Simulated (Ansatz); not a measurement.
`CB(N)N`. Charge 0, multiplicity 1.

```xyz
11

C     1.114    0.322    0.740
B    -0.164   -0.034   -0.121
N    -1.426    0.494    0.242
N    -0.043   -0.899   -1.235
H     2.034    0.311    0.149
H     1.040    1.304    1.214
H     1.245   -0.410    1.544
H    -2.286    0.286   -0.234
H    -1.540    1.110    1.025
H     0.839   -1.286   -1.516
H    -0.812   -1.197   -1.808
```

Problem. Give the diagnostics of a CCSD(T)/def2-TZVPP run (frozen core, Ansatz 0.2.0). (Best estimate.)

Solution. Ansatz gave: T1 = 0.0101, largest single amplitude 0.017, largest double 0.018, (T) share of the correlation energy 3.6 %, 8 CCSD cycles. The RHF solution is stable towards an unrestricted one. T1 lies under the customary mark of 0.02 for closed shells.
